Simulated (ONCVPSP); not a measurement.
## Reading a pseudo-wave (Rb)

Columns: radius, all-electron u(r) and pseudo u(r) of the 4p shell (level -15.98 eV) of rubidium in the configuration [Ar] 3d10 4s2 4p6 5s1; PBEsol, scalar-relativistic, ONCV scheme, ONCVPSP 4.0.1.

```csv
r (bohr),all-electron,pseudo
0.132,0.1904,0.0172
0.265,-0.2610,0.0679
0.398,-0.4008,0.1482
0.530,-0.2325,0.2507
0.663,0.0482,0.3681
0.795,0.3198,0.4881
0.928,0.5390,0.6016
1.060,0.6924,0.6972
1.193,0.7875,0.7688
1.325,0.8333,0.8115
1.458,0.8420,0.8259
1.590,0.8239,0.8150
1.723,0.7876,0.7839
1.855,0.7401,0.7391
1.988,0.6859,0.6858
2.120,0.6295,0.6295
2.252,0.5729,0.5729
2.385,0.5175,0.5175
2.518,0.4649,0.4649
2.650,0.4161,0.4160
2.782,0.3710,0.3710
2.915,0.3295,0.3295
3.048,0.2920,0.2920
3.180,0.2584,0.2584
3.312,0.2282,0.2282
3.445,0.2011,0.2011
```

Q: How many radial nodes do the two functions have?

A: The all-electron 4p function has n − l − 1 = 2; the pseudo-wave has 0, since the states of the same l below it are removed with the core.

Q: At about which radius was the pseudo-wave matched?

A: 2.15 bohr. The columns agree to 0.0005 from 1.99 bohr on; several derivatives are matched, so the curves merge somewhat inside the radius.

Q: Is the pseudo-wave norm-conserving?

A: Yes: the ONCV scheme keeps the norm inside the radius equal to the all-electron one, which fixes the energy derivative of the logarithmic derivative at the level.
